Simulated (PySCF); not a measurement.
**Electron correlation in Te²⁺ (tellurium, charge +2)**

[Kr] 4d10 5s1 5p3, high-spin 5S determinant (an excited configuration). Computed with PySCF 2.14 in x2c-QZVPPall, with scalar relativity by spin-free X2C-1e. Frozen: [Kr] 4d10; 4 electrons correlated.

| level | correlation energy (mhartree) |
| --- | --- |
| CCSD | -22.34 |
| (T) | -0.26 |
| CCSD(T) | -22.60 |

Diagnostics: T1 = 0.0011, D1 = 0.0028, largest double amplitude 0.037.

Task: Is a single reference adequate?

Result: Yes, within this model without spin-orbit coupling: T1 lies below 0.03 and no double amplitude reaches 0.07.
